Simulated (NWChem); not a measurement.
Species: C2H5O2, doublet; SMILES [O]CCO

```xyz
9

O      0.6071     1.4559    -0.1947
C     -0.4541     0.8043     0.2999
C     -0.4947    -0.6338    -0.3046
O      0.5648    -1.4421     0.0656
H     -0.4238     0.6818     1.4078
H     -1.4263     1.2653     0.0137
H     -0.4740    -0.5433    -1.4006
H     -1.4816    -1.0471    -0.0146
H      0.5323    -1.5841     1.0176
```
Atoms are numbered in this order, from 1.

Program: NWChem. Spin-unrestricted. Structure relaxed at the PBE0/def2-SVP, spin-unrestricted level. No stability test was run on the SCF state. Level: PBE/def2-SVP with SMD (1 M gas to 1 M solution), gas-phase geometry. Reactions with the solvent are ignored.

```
solvent          dielectric constant  solvation free energy (kcal/mol)  cavity-dispersion-structure term (kcal/mol)  dipole in solution (D)
---------------  -------------------  --------------------------------  -------------------------------------------  ----------------------
water                           78.4                              -8.8                                          2.7                    4.59
tetrahydrofuran                 7.43                              -7.1                                         -2.1                    3.84
cyclohexane                     2.02                              -4.3                                         -1.5                    3.52
toluene                         2.37                              -5.3                                         -2.1                    3.58
benzene                         2.27                              -5.3                                         -2.2                    3.57
2-propanol                      19.3                              -9.0                                          0.8                    4.36
ethanol                         24.9                              -9.0                                          1.4                    4.44
```
